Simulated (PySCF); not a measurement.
Spin states and ions at one geometry of [BiF3]2+

PySCF 2.14.0, RKS PBE, Bi def2-SVP with ECP60, F def2-SVP; non-relativistic Hamiltonian with scalar-relativistic core potentials where named; density fitting; no spin-orbit coupling; singlets restricted, open shells unrestricted. The geometry is relaxed for charge +2, singlet, vacuum:

```xyz
4

Bi   -0.0333    0.0000    0.0000
F     1.9685   -0.0014    0.0000
F    -0.9662    1.7710    0.0000
F    -0.9689   -1.7696    0.0000
```

Energies count from the relaxed state; an electron taken off or put on is at rest in vacuum. Charges and spins are Mulliken's.

Task: Order these states by energy, lowest first.
A. charge +2, singlet, vacuum
B. charge +3, doublet, vacuum
C. charge +1, doublet, vacuum
D. charge +2, triplet, vacuum

Result: C (-18.69 eV), A (0.00 eV), D (0.96 eV), B (27.51 eV).

Task: How do charge and spin on the first atom follow?

Result: 
| state | spin squared | charge on Bi1 (e) | spin on Bi1 (e) | dipole about the centre of mass (D) |
| --- | --- | --- | --- | --- |
| charge +2, singlet, vacuum | 0.00 | 2.05 | 0.00 | 0.19 |
| charge +2, triplet, vacuum | 2.01 | 1.92 | 0.11 | 0.08 |
| charge +3, doublet, vacuum | 0.75 | 2.33 | -0.07 | 0.00 |
| charge +1, doublet, vacuum | 0.75 | 1.64 | 0.15 | 0.22 |

With an electron taken off (doublet) the charges change, summed by element, by Bi +0.28 e, F +0.72 e. The vertical ionisation energy is 27.51 eV, against −ε(HOMO) = 23.66 eV of the relaxed state. The level lies 3.9 eV too high, as is usual for semilocal functionals and global hybrids, which keep a self-interaction error.

With an electron put on (doublet) the charges change, summed by element, by Bi -0.41 e, F -0.59 e. The vertical electron affinity is 18.69 eV, against −ε(LUMO) = 22.45 eV of the relaxed state.

Open shells may have lower solutions than those found. Hard to converge, so the more doubtful: charge +2, triplet, vacuum; charge +3, doublet, vacuum.
